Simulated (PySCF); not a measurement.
NbO₃⁻, singlet: data card

Level of theory: PySCF, PBE, basis Nb def2-SVPD with ECP28, O def2-SVPD (scalar-relativistic core potentials, no spin–orbit coupling, density fitting).

The structure is a minimum.

```json
{
  "Point group": "C3v",
  "Bond lengths": "Nb–O 1.801 Å (×3)",
  "Bond angles": "O–Nb–O 114.5° (×3)",
  "Highest occupied level": "-0.91 eV",
  "Rotational symmetry number": "3",
  "Heat capacity Cp at 298.15 K": "62.8 J/(mol K)",
  "Principal quadrupole moments (Buckingham, traceless) about the centre of mass": "-10.26, -10.26, 20.53 D Å",
  "Enthalpy at 298.15 K above 0 K": "14.44 kJ/mol",
  "Dipole moment about the centre of mass": "4.74 D",
  "Rotational constants": "0.2128, 0.2128, 0.1148 cm⁻¹",
  "Zero-point energy": "19.4 kJ/mol",
  "Lowest empty level": "0.73 eV",
  "Principal polarisabilities": "43.3, 72.6, 72.6 bohr³",
  "Entropy at 298.15 K and 1 bar": "293.0 J/(mol K)"
}
```

Harmonic modes (masses in u: Nb 92.906, O 15.995):
| symmetry | ω (cm⁻¹) | IR (km/mol, summed over degenerate members) | μ (u) | type |
| --- | --- | --- | --- | --- |
| a1 | 151 | 109 | 21.45 | bend |
| e | 286 | 1.5 | 17.31 | bend |
| e | 826 | 821 | 19.64 | stretch |
| a1 | 863 | 7.7 | 16.45 | stretch |

In C3v the vibrations span 2a1 + 2e.

Charges (e); Mulliken and Löwdin values are unreliable with diffuse functions:
```json
{"atom": "Nb1", "Mulliken": "1.84", "Löwdin": "1.11", "polar tensor": "2.13", "Mayer order to Nb1": "–"}
{"atom": "O2,3,4", "Mulliken": "-0.95", "Löwdin": "-0.70", "polar tensor": "-1.04", "Mayer order to Nb1": "1.43"}
```

Mulliken populations on Nb1 (electrons outside its core potential): s 2.13, p 5.91, d 3.02, f 0.11.

Outer orbital energies (eV). occupied: -3.28, -2.80, -2.80, -2.73, -1.63, -1.05, -1.05, -0.91; empty: 0.73, 3.40, 3.40, 3.70.

Formally Nb is in oxidation state +5, d0. A d0 centre has no lone pair, yet it is C3v rather than trigonal planar: covalent bonding through the d orbitals favours lower symmetry. The polar-tensor charge on Nb, 2.13, is far below the formal one.

Only a few start shapes were tried, so a lower isomer may exist. The lowest empty level of this anion is unbound, so it and the gap depend on the basis.

The final relaxation and frequency run took of the order of 110 core-seconds on a shared host.
